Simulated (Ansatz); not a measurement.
```yaml
atoms:
  - { symbol: H, position_ang: [0.0000, 0.0000, -2.1375] }
  - { symbol: H, position_ang: [0.0000, 0.0000, -1.2825] }
  - { symbol: H, position_ang: [0.0000, 0.0000, -0.4275] }
  - { symbol: H, position_ang: [0.0000, 0.0000, 0.4275] }
  - { symbol: H, position_ang: [0.0000, 0.0000, 1.2825] }
  - { symbol: H, position_ang: [0.0000, 0.0000, 2.1375] }
```

Basis set: def2-SVP (spherical functions). All electrons are correlated. Charge 0, multiplicity 1.

Computed with Ansatz (development build ahead of 0.2.0); each method stands on the lowest determinant of its kind that the runs found. Restricted open shells among the atoms or ions are ROHF, correlated in semicanonical orbitals with singles.

(1) Give the atomization energy at this shape (free ground-state atoms in the same class of orbitals less the molecule, no zero-point energy) of singlet H6 by RHF-MP2, RHF.

Answers

(1)

```
 method  atomization energy
RHF-MP2             9.24 eV
    RHF             6.51 eV
```

Caution: stretched shape with no unrestricted run beside it, a lower state can exist. Caution for RHF-MP2: bonds are stretched, where a single reference can fail.
